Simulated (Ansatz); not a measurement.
Reaction (atomization): `C[CH2][Ga]([OH])[F]` → 2 C• + F• + Ga• + 6 H• + O•

Program: Ansatz. Geometries: PBE0-D4/def2-TZVP. ΔE: electronic, gas phase. CBS: MP2 limit from def2 TZ/QZ plus the TZ coupled-cluster correction, frozen cores. This one scheme is used for every species, atoms too. DFT in def2-TZVPP. B3LYP here is the variant with VWN-RPA as its local correlation; programs differ in this. Open shells (•) are unrestricted, without spin–orbit coupling. Spin–orbit coupling would lower the free atoms: a little for C, F, O; clearly for Ga. Bonds to Ga are less sure, by a few kJ/mol each and by 10 to 20 or more in all where they break to atoms, as the def2 sets lack core-valence functions. Scalar relativity is left out up to krypton. One conformer a species, not always the lowest.

| level | ΔE (eV) |
| --- | --- |
| LDA (SPW92) | 48.46 |
| ωB97X-V | 42.41 |
| ωB97M-V | 42.32 |
| revPBE | 41.31 |
| B3LYP | 41.77 |
| MP2/def2-TZVPP | 42.52 |
| HF/CBS(def2) | 31.00 |
| CCSD/CBS(def2) | 41.96 |

(1) What does CCSD(T)/CBS give? (Best estimate.)

Largest T1 diagnostic among the species: 0.013.

Answers

(1) The calculation gave: +42.57 eV. The listed levels differ from it by 5.89, -0.16, -0.25, -1.26, -0.80, -0.05, -11.57, -0.61 eV.

In def2-TZVPP, CCSD(T) changes the Hartree–Fock value by +10.68 eV (the triples alone add +0.61 eV) and MP2 by +11.60 eV; breaking electron pairs costs correlation energy, which Hartree–Fock lacks. From r2SCAN to r2SCAN0 (25 % exact exchange), in def2-TZVPP and without D4, ΔE moves by −0.74 eV: exact exchange takes away binding that semilocal exchange gives to molecules.

For atomizations the MP2-based limit and the directly extrapolated one differ by several kJ/mol either way, and by 10 to 25 for some Ge, Se and Sn compounds, so smaller differences from it don't rank the levels.
